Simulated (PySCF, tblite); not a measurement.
Bond stretch in SMILES [SiH2]=O. The O1–Si2 bond (O1 also carries nothing else; Si2 carries H, H) is stretched with both fragments frozen at the PBE0/def2-TZVP optimised geometry.

- GFN2-xTB, 300 K electronic temperature (tblite)
- UCCSD(T) = CCSD(T) on UHF/6-31G, 6 core orbitals frozen (PySCF)

Energies relative to the lowest point of each curve near equilibrium, in eV; the last columns give the difference from UCCSD(T):

| R / Å | GFN2-xTB | UCCSD(T) | GFN2-xTB − UCCSD(T) |
|---|---|---|---|
| 1.21 | 7.570 | 7.738 | -0.168 |
| 1.28 | 3.494 | 4.607 | -1.113 |
| 1.36 | 1.126 | 2.309 | -1.184 |
| 1.43 | 0.236 | 1.083 | -0.847 |
| 1.46 | 0.070 | 0.725 | -0.654 |
| 1.52 | 0.000 | 0.250 | -0.250 |
| 1.56 | 0.093 | 0.091 | 0.002 |
| 1.61 | 0.317 | 0.000 | 0.317 |
| 1.68 | 0.763 | 0.036 | 0.727 |
| 1.74 | 1.221 | 0.179 | 1.042 |
| 1.88 | 2.409 | 0.758 | 1.651 |
| 2.04 | 3.791 | 1.610 | 2.181 |
| 2.26 | 5.529 | 2.755 | 2.774 |
| 2.48 | 6.961 | 3.652 | 3.309 |
| 2.74 | 8.194 | 4.297 | 3.897 |
| 3.04 | 9.083 | 4.617 | 4.466 |
| 3.31 | 9.557 | 4.717 | 4.840 |
| 3.67 | 9.968 | 4.761 | 5.207 |
| 4.14 | 10.113 | 4.769 | 5.344 |
| 4.56 | — | 4.775 | — |
| 5.32 | — | 4.783 | — |

GFN2-xTB is furthest from UCCSD(T) at 4.14 (5.344 eV, above); its mean absolute difference over the points is 2.104 eV.

Dashes: no converged value, or the column stops at the first point that the program doubted or that broke a chosen test of continuity, which isn't proof of a fault.

The unrestricted determinant behind UCCSD(T) is spin-contaminated at 1.52 to 5.32 Å (<S²> up to 2.0, against 0.00 for a pure singlet).
